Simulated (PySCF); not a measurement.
Below is a simulated gas-phase P 2p photoelectron spectrum of `C=N[SiH2][PH3+]`.

Every computed line was given a Gaussian of 1.0 eV full width at half maximum and an area set by the number of equivalent atoms (split 2:1 within a doublet); the highest printed point is 100. Method used: delta-SCF UKS SCAN, pcX-2 on the ionised atom, pcseg-1 elsewhere, spin-free X2C in PySCF 2.14.0.

(binding energy (eV), intensity): (141.9, 0), (142.0, 1), (142.1, 2), (142.2, 3), (142.3, 6), (142.4, 10), (142.5, 16), (142.6, 24), (142.7, 34), (142.8, 47), (142.9, 60), (143.0, 74), (143.1, 86), (143.2, 94), (143.3, 99), (143.4, 100), (143.5, 97), (143.6, 92), (143.7, 85), (143.8, 78), (143.9, 72), (144.0, 67), (144.1, 62), (144.2, 57), (144.3, 52), (144.4, 45), (144.5, 38), (144.6, 31), (144.7, 23), (144.8, 17), (144.9, 12), (145.0, 8), (145.1, 5), (145.2, 3), (145.3, 2), (145.4, 1), (145.5, 0), (145.6, 0)

Task: How many maxima does the curve show, and how many computed lines lie under it?

Result: The curve has 1 maximum (at 143.4 eV). Under it lie 2 lines from 1 inequivalent phosphorus site, drawn as a 2p3/2, 2p1/2 pair. At this width some lines have no maximum of their own.

Task: Decompose the envelope and assign each component. Numbering: `[CH2:1]=[N:2][SiH2:3][PH3+:4]`.

Result: 
| position (eV) | relative area | line | atoms | environment |
| --- | --- | --- | --- | --- |
| 143.30 | 0.67 | P 2p3/2 | P4 | phosphorus bonded to Si and 3 H |
| 144.19 | 0.33 | P 2p1/2 | P4 | phosphorus bonded to Si and 3 H |

Task: What are the centre and the root-mean-square width of the whole band?

Result: The area-weighted mean of the lines is 143.60 eV. Their own spread about it is 0.42 eV (rms) and each Gaussian has σ = 1.0/2.355 = 0.42 eV; the variances add, which gives 0.60 eV.

Shake-up satellites, vibrational structure and lifetime widths aren't simulated. Spin–orbit and ligand-field terms were added within each 2p shell after the spin-free SCF. 2p1/2 minus 2p3/2 (ligand field included): P 0.89 eV. The species carries charge +1, so core ionisation leaves charge +2. Isolated species at its PBE0-D3(BJ)/def2-SVP geometry (one conformer only).

The run took 47 s on one thread, Arm Neoverse V1, shared host.

Shape of the structure used: `[CH2:1]=[N:2][SiH2:3][PH3+:4]`: C1–N2–Si3–P4 179°.
